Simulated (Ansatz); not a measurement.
Mulliken charges of AlH6NSeSi, SMILES `N[SiH2][AlH][SeH]` from PBE/def2-TZVPP in Ansatz (PBE0-D4/def2-TZVP geometry).

| atom | x (Å) | y (Å) | z (Å) | charge (e) |
| --- | --- | --- | --- | --- |
| N1 | -0.274 | 1.814 | -0.810 | -0.373 |
| Si2 | 1.025 | 0.776 | -0.313 | 0.134 |
| Al3 | 0.283 | -1.380 | 0.620 | 0.312 |
| Se4 | -2.039 | -1.557 | 0.618 | -0.217 |
| H5 | -0.882 | 2.191 | -0.099 | 0.150 |
| H6 | -0.820 | 1.541 | -1.614 | 0.150 |
| H7 | 1.832 | 1.524 | 0.695 | -0.056 |
| H8 | 1.891 | 0.551 | -1.507 | -0.056 |
| H9 | 1.103 | -2.612 | 1.198 | -0.109 |
| H10 | -2.036 | -2.899 | 1.216 | 0.065 |

Q: By hand: the dipole of these point charges (1 e Å = 4.8032 D).

A: Σ q r = (0.054, -0.125, 0.057) e Å, of length 0.148 e Å = 0.71 D.

Q: How does the dipole of the full density compare? (Estimate.)

A: Ansatz gave: (-0.095, 0.003, -0.006) e Å, 0.46 D; the point charges give 1.54 times that, at 115° from its direction.

Point charges leave out the atoms' own dipoles, such as those of lone pairs, and Mulliken's split depends on the basis, so the two needn't agree.
